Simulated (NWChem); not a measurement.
Species: C₄H₄Si; SMILES C#C[SiH2]C#C

Q: Give the equilibrium geometry at B3LYP/6-31G* (spherical d) (NWChem) as an XYZ file, with the point group.

A: point group C2v; any orientation.
```
9

Si     0.0000     0.0000    -0.8400
C      1.5022     0.0000     0.1991
C      2.5074     0.0000     0.8798
C     -1.5022     0.0000     0.1991
C     -2.5074     0.0000     0.8798
H      0.0000    -1.2096    -1.6990
H      0.0000     1.2096    -1.6990
H      3.3907     0.0000     1.4800
H     -3.3907     0.0000     1.4800
```
